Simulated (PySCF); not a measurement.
A structure optimised at B3LYP-D3(BJ)/def2-TZVPD, used in a PySCF frequency run:

```xyz
2

Ag     0.0000     0.0000    -0.3217
F      0.0000     0.0000     1.6798
```

Q: Write its SMILES, formula and point group.

A: [F][Ag], AgF, C∞v

Q: What are its rotational constants (standard atomic weights)?

A: 7.8106 GHz (linear rotor, B only)
